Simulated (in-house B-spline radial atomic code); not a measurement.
Radial electron density of N⁺, [He] 2s2 2p1 5g1. Method: Dirac-Hartree-Fock, average of configuration, Fermi nucleus of rms radius 2.5582 fm. Calculated with an all-electron radial atomic-structure program (B-spline basis).

Columns: r (bohr), 4πr²n(r) (electrons per bohr), bar.

```
 0.00805   0.1533 #
  0.0099   0.2259 #
  0.0122    0.332 ##
   0.015   0.4824 ###
  0.0184   0.6918 ####
  0.0227   0.9912 ######
  0.0279    1.392 ########
  0.0343    1.923 ###########
  0.0422    2.607 ###############
  0.0519    3.446 ####################
  0.0638    4.414 ##########################
  0.0785    5.452 ################################
  0.0965    6.428 ######################################
   0.119    7.176 ##########################################
   0.146    7.468 ############################################
    0.18    7.151 ##########################################
   0.221    6.207 #####################################
   0.272    4.799 ############################
   0.334    3.342 ####################
   0.411    2.258 #############
   0.506     1.85 ###########
   0.622    2.055 ############
   0.765    2.489 ###############
   0.941    2.683 ################
    1.16    2.372 ##############
    1.42    1.681 ##########
    1.75    0.902 #####
    2.16    0.349 ##
    2.65  0.09594 #
    3.26  0.01679 
    4.01 0.002688 
    4.93 0.003977 
    6.07  0.01251 
    7.47  0.03252 
    9.18  0.06505 
    11.3  0.09528 #
    13.9  0.09441 #
    17.1  0.05795 
      21  0.01996 
    25.9 0.003226 
    31.8 0.0002239 
    39.1 5.143e-06 
    48.1 3.047e-08
```

On this grid the curve has 3 maxima, near 0.146, 0.941, 11.3 bohr.

The 2p1/2 radial function P(r) = rR(r), positive near the nucleus, with its small component Q(r) (sign convention: Q ≈ (P' + κP/r)/2c):

```
r (bohr)         P           Q
  0.0099   0.00123    0.001307
   0.015  0.002747    0.001934
  0.0227  0.006085    0.002823
  0.0343   0.01329    0.004044
  0.0519   0.02859     0.00565
  0.0785   0.05978    0.007598
   0.119    0.1205    0.009685
    0.18    0.2287     0.01141
   0.272    0.4004     0.01202
   0.411    0.6284     0.01074
   0.622    0.8449    0.007312
   0.941    0.9068    0.002908
    1.42    0.7063   -0.000179
    2.16    0.3394  -0.0008539
    3.26    0.0821  -0.0003259
    4.93  0.006861  -3.386e-05
```
